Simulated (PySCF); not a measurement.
Computed shifts of a molecule C3H7FOSi, PySCF with B3LYP/pcSseg-1, GIAO, gas phase, equivalent atoms averaged, in ppm (number of nuclei): ¹³C: 245.7 (1), 91.2 (1), 23.8 (1). ¹⁹F: -239.4 (1). ²⁹Si: -56.0 (1). ¹H: 12.44 (1), 5.38 (1), 4.25 (1), 4.05 (1), 1.97 (3). References: ¹³C against TMS (σ = 181.3 ppm); ¹⁹F against CFCl3 (σ = 161.7 ppm); ²⁹Si against TMS (σ = 338.7 ppm); ¹⁷O against H2O (σ = 333.8 ppm); ¹H against TMS (σ = 31.68 ppm), references at their B3LYP-D3(BJ)/def2-TZVP geometries, non-relativistic. Geometry optimised at r2SCAN-D4/def2-SVP. Other conformers were not sampled.

Q: Pick the molecule that these values belong to.
A) CO/C=C(/F)[SiH3]
B) C=CC[Si@H](O)F
C) C[C@@H](F)[SiH2]C=O
D) C=C(C)[Si@@H](O)F

A: C, C[C@@H](F)[SiH2]C=O
